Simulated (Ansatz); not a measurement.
A set of 12 reactions (silylene extrusion), with CCSD(T)/CBS values in kJ/mol:

```csv
reaction,ΔE
`[Cl][GeH2][SiH2]Br` → `[Cl][GeH3]` + `[SiH]Br`,206.7
`O[Si]([SiH3])(S)Cl` → `O[SiH3]` + `S[Si]Cl`,154.7
`CB[SiH2]N` → `BC` + `N[SiH]`,131.8
`C=C=C(O)[SiH2]O` → `C=C=CO` + `O[SiH]`,195.8
`N[SiH](Cl)[GeH2][F]` → `[F][GeH2][Cl]` + `N[SiH]`,198.4
`C=C[Si](N)(N)F` → `C=CF` + `N[Si]N`,370.7
`CB[SiH2]N` → `CBN` + `[SiH2]`,113.5
`B[Si](C)(N)O` → `BC` + `N[Si]O`,103.8
`N[SiH]([SeH])Br` → `N[Si]Br` + H₂Se,190.8
`CO[SiH2]F` → CH₃OH + `F[SiH]`,317.8
`O/C([SiH3])=C/[SiH3]` → `O/C=C/[SiH3]` + `[SiH2]`,219.6
`B[SiH2]C#N` → `BC#N` + `[SiH2]`,207.1
```

Computed with Ansatz on PBE0-D4/def2-TZVP structures; ΔE is electronic, products minus reactants. CCSD(T)/CBS is the MP2 limit (def2-TZVPP, def2-QZVPP) plus CCSD(T) − MP2 in def2-TZVPP, frozen cores. This one scheme is used for every species. Double bonds are as drawn, so ΔE can hold a change between cis and trans. DFT in def2-TZVPP. B3LYP here is the variant with VWN-RPA as its local correlation; programs differ in this. For Br, Ge, Se outer-core shells are correlated without core-valence functions, which leaves a few kJ/mol of doubt a bond. Scalar relativity is left out up to krypton. Each species was taken in one conformer, which may not be the lowest.

Problem. Give the mean, mean absolute and largest difference (level minus CCSD(T)/CBS, kJ/mol) for: PBE-D4, r2SCAN-D4, PBE0-D4, B3LYP-D4, ωB97X-V, B2PLYP, r2SCAN, HF/def2-TZVPP, SCS-MP2/def2-TZVPP, CCSD/def2-TZVPP, CCSD(T)/def2-TZVPP, MP2/def2-QZVPP, SCS-MP2/def2-QZVPP, HF/CBS(def2). (Best estimate.)

Solution. The calculation gave: 
| level | mean | mean absolute | largest |
| --- | --- | --- | --- |
| PBE-D4 | -4.7 | 7.7 | -35.9 |
| r2SCAN-D4 | 12.7 | 13.1 | 18.4 |
| PBE0-D4 | 7.5 | 9.5 | 15.6 |
| B3LYP-D4 | -9.2 | 9.2 | -20.8 |
| ωB97X-V | 7.0 | 8.2 | 14.1 |
| B2PLYP | -11.6 | 11.6 | -17.9 |
| r2SCAN | 10.0 | 11.1 | 16.3 |
| HF/def2-TZVPP | -16.4 | 17.0 | -30.4 |
| SCS-MP2/def2-TZVPP | -2.3 | 3.7 | -9.3 |
| CCSD/def2-TZVPP | -9.3 | 9.3 | -13.9 |
| CCSD(T)/def2-TZVPP | -7.2 | 7.2 | -12.0 |
| MP2/def2-QZVPP | 12.7 | 12.7 | 18.0 |
| SCS-MP2/def2-QZVPP | 2.2 | 3.8 | 9.7 |
| HF/CBS(def2) | -16.1 | 16.9 | -29.5 |

The largest T1 diagnostic in the set is 0.016, for `O[SiH]` (customary mark 0.02).

CCSD(T)/CBS is a level of theory with its own doubt, and the functionals carry their triple-zeta basis error, so these figures describe this set and don't rank the functionals.
